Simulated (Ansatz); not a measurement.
A run for Ansatz (an electronic-structure program): U-CCSD(T)/def2-TZVPP on CdF2 (SMILES [F][Cd][F]), a point of a bond scan (R = 2.127 Å). Elements past Kr take the def2 small-core potentials; no spin–orbit coupling.

Ansatz 0.2 input:
```yaml
crystal:
  periodic: [false, false, false]
  atoms:
    - {symbol: Cd, position_ang: [0.00000000, 0.00000000, 0.00000000]}
    - {symbol: F, position_ang: [-0.00000000, -0.00000000, -2.12684237]}
    - {symbol: F, position_ang: [0.00000000, 0.00000000, 1.93349306]}
basis:
  gaussian:
    orbitals: def2-TZVPP
correlation: {method: ccsd_t, electrons: outside_noble_gas}
scf: {omitted_lower_state_checks: [cluster_reference]}
magnetization: {spin_polarized: true, initial_magnetization: 0}
```

The head of its log:

```
WARN ansatz: RAYON_NUM_THREADS=1 ignored (pool sized by the plan → 1); use --threads N
Functional definition: HF
these checks for a lower state are left out or cut short: cluster_reference
integrals: 0.28 GiB planned
806 factors; integrals over basis functions are off by at most 1.4e-3 eV
mean field: 0.36 GiB planned
mean field evaluation 1: about -9951.5488 eV, gradient 3.3e1 eV
mean field evaluation 2: about -9951.5565 eV, gradient 3.3e1 eV
mean field evaluation 4: about -9955.1741 eV, gradient 1.2e0 eV
mean field evaluation 8: about -9955.1869 eV, gradient 3.3e-4 eV
mean field -9955.18694377 eV, -365.8463723155 hartree, gradient 6.7e-6 eV, S^2 0.000000; 0 other end points of the search recorded, 0 dependent functions left out
6 core orbitals not correlated
reference -9955.18694377 eV, -365.8463723155 hartree; 13, 13 occupied and 99, 99 virtual orbitals, 806 factors
```

Problem. Give the final energy of this run.

Solution. -366.7895 hartree (reference determinant -365.8464, T1 diagnostic 0.021).
